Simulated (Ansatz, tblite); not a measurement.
Removing and adding an electron: pillar[5]arene methyl ether (C45H50O10). The state is a singlet with charge 0. Geometry: PBE-D4/def2-SVP. Ansatz, gas phase; energy differences of separate SCF runs; the oxidised species was run as a doublet alone; the reduced species was run as a doublet alone.

```xyz
105

C    -6.067    0.130    0.579
O    -5.107    0.739    1.412
C    -4.203    1.605    0.838
C    -4.155    1.881   -0.543
C    -3.193    2.749   -1.083
C    -2.263    3.355   -0.205
O    -1.340    4.177   -0.794
C    -0.390    4.810    0.031
C    -2.323    3.097    1.174
C    -3.289    2.229    1.714
C    -3.299    1.916    3.197
C    -2.305    0.823    3.538
C    -2.636   -0.529    3.349
C    -1.709   -1.554    3.607
O    -1.975   -2.888    3.405
C    -3.261   -3.245    2.947
C    -0.423   -1.236    4.100
C    -0.087    0.116    4.276
C    -1.003    1.143    3.986
O    -0.710    2.481    4.111
C     0.570    2.837    4.587
C     0.599   -2.325    4.363
C     1.536   -2.500    3.185
C     1.150   -3.271    2.074
C     1.982   -3.398    0.949
O     1.659   -4.121   -0.168
C     0.415   -4.781   -0.197
C     3.242   -2.755    0.920
C     3.624   -1.983    2.028
C     2.782   -1.838    3.149
O     3.097   -1.067    4.245
C     4.353   -0.426    4.271
C     4.105   -2.859   -0.315
C     3.544   -2.044   -1.469
C     3.240   -0.684   -1.296
C     2.690    0.087   -2.334
O     2.397    1.420   -2.221
C     2.314    1.983   -0.931
C     2.387   -0.516   -3.576
C     2.704   -1.871   -3.753
C     3.284   -2.638   -2.724
O     3.608   -3.964   -2.855
C     3.296   -4.613   -4.064
C     1.682    0.271   -4.664
C     0.412    0.961   -4.204
C     0.228    2.339   -4.393
C    -0.907    3.010   -3.900
O    -1.125    4.354   -4.062
C    -0.136    5.119   -4.708
C    -1.887    2.292   -3.179
C    -1.711    0.910   -3.003
C    -0.593    0.237   -3.523
O    -0.387   -1.111   -3.398
C    -1.130   -1.817   -2.429
C    -3.088    2.996   -2.570
H    -6.717    0.878    0.070
H    -6.698   -0.502    1.233
H    -5.599   -0.515   -0.201
H    -4.872    1.416   -1.233
H     0.256    5.410   -0.639
H    -0.865    5.487    0.777
H     0.243    4.075    0.581
H    -1.604    3.550    1.869
H    -4.315    1.594    3.495
H    -3.044    2.829    3.768
H    -3.641   -0.753    2.968
H    -3.488   -2.803    1.950
H    -3.271   -4.349    2.862
H    -4.060   -2.932    3.657
H     0.928    0.342    4.629
H     0.762    2.439    5.609
H     0.597    3.943    4.623
H     1.382    2.476    3.914
H     0.072   -3.278    4.558
H     1.189   -2.066    5.262
H     0.166   -3.756    2.111
H     0.324   -5.544    0.611
H    -0.438   -4.071   -0.103
H     0.354   -5.290   -1.179
H     4.605   -1.488    1.996
H     4.413    0.115    5.234
H     5.196   -1.152    4.215
H     4.468    0.307    3.439
H     4.184   -3.913   -0.640
H     5.130   -2.508   -0.072
H     3.427   -0.234   -0.310
H     1.909    3.005   -1.062
H     3.309    2.053   -0.432
H     1.626    1.407   -0.270
H     2.446   -2.335   -4.715
H     3.825   -4.161   -4.935
H     3.626   -5.663   -3.954
H     2.202   -4.601   -4.278
H     1.456   -0.427   -5.498
H     2.363    1.048   -5.074
H     1.024    2.895   -4.907
H     0.037    4.787   -5.757
H    -0.503    6.163   -4.722
H     0.839    5.088   -4.169
H    -2.469    0.362   -2.425
H    -0.695   -2.835   -2.383
H    -1.050   -1.347   -1.422
H    -2.209   -1.900   -2.697
H    -4.019    2.644   -3.062
H    -2.996    4.080   -2.771
```

The xTB rows come from tblite. Single mean-field runs in def2-SVP are fitted with def2-universal-jkfit. HOMO above LUMO, or a gap near zero within one spin, warns that the state may not be the lowest or that an electron is smeared out.

Estimate orbital energies and vertical ionisation energies and electron affinities at: GFN1-xTB; GFN2-xTB; PBE-D4/def2-SVP; BLYP-D4/def2-SVP; PBE0-D4/def2-SVP.


| level | −HOMO (eV) | vertical IE (eV) | −LUMO (eV) | vertical EA (eV) | HOMO–LUMO gap (eV) | IE − EA (eV) | remarks |
| --- | --- | --- | --- | --- | --- | --- | --- |
| GFN1-xTB | 10.39 | 11.78 | 7.04 | 5.57 | 3.35 | 6.20 | – |
| GFN2-xTB | 9.34 | 10.73 | 6.02 | 4.54 | 3.32 | 6.19 | – |
| PBE-D4/def2-SVP | 4.25 | 5.70 | 1.04 | -0.27 | 3.21 | 5.96 | HOMO above zero (-1 doublet), gap within one spin near zero (+1 doublet) |
| BLYP-D4/def2-SVP | 4.06 | 5.56 | 0.83 | -0.41 | 3.23 | 5.98 | HOMO above zero (-1 doublet), gap within one spin near zero (+1 doublet) |
| PBE0-D4/def2-SVP | 5.28 | 6.32 | 0.28 | -0.62 | 5.01 | 6.94 | HOMO above zero (-1 doublet) |

   A HOMO above zero means that the electron is unbound at that level or that self-interaction error raises the level; the energy of removing that electron tells which. Raw xTB energy differences between charge states are shifted by several eV; the methods need an empirical correction for them. Sets without diffuse functions give affinities that are too small. A negative affinity means that the extra electron isn't bound; its size then hangs on the basis.
